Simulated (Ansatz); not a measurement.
Mulliken charges of `[NH]=[V]([NH2])([Cl])[Cl]` from PBE/def2-TZVPP in Ansatz (PBE0-D4/def2-TZVP geometry).

| atom | x (Å) | y (Å) | z (Å) | charge (e) |
| --- | --- | --- | --- | --- |
| N1 | -0.797 | 1.037 | 0.808 | -0.497 |
| V2 | -0.133 | 0.288 | -0.433 | 0.818 |
| N3 | 0.715 | -1.110 | 0.313 | -0.376 |
| Cl4 | -1.669 | -0.391 | -1.802 | -0.246 |
| Cl5 | 1.280 | 1.598 | -1.423 | -0.246 |
| H6 | -1.286 | 1.636 | 1.462 | 0.189 |
| H7 | 0.754 | -1.354 | 1.290 | 0.188 |
| H8 | 1.228 | -1.761 | -0.270 | 0.171 |

By hand: the dipole of these point charges (1 e Å = 4.8032 D).

Σ q r = (0.223, -0.406, 0.393) e Å, of length 0.607 e Å = 2.92 D.

How does the dipole of the full density compare? (Estimate.)

The calculation gave: (0.115, -0.286, 0.604) e Å, 3.26 D; the point charges give 0.90 times that, at 23° from its direction.

Point charges leave out the atoms' own dipoles, such as those of lone pairs, and Mulliken's split depends on the basis, so the two needn't agree.
